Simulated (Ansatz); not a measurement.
C2H6ClFOSSi, SMILES `CO[Si](F)(Cl)SC`, charge 0, multiplicity 1.

(1) Give a relaxed structure at PBE0-D4/def2-TZVP (Ansatz). (Estimate.)

Answers

(1) Ansatz gave: 
Z-matrix (Å, degrees):
```
C
O 1 1.417
H 1 1.093 2 111.2
H 1 1.090 2 107.7 3 119.5
H 1 1.094 2 110.7 3 -121.5
Si 2 1.616 1 125.6 3 55.9
Cl 6 2.035 2 112.0 1 65.1
F 6 1.592 2 107.5 1 -51.5
S 6 2.088 2 110.3 1 -174.0
C 9 1.822 6 98.6 2 55.1
H 10 1.089 9 106.1 6 -177.9
H 10 1.089 9 111.0 6 63.7
H 10 1.088 9 110.7 6 -59.4
```
This is one stationary point; other conformers may exist.
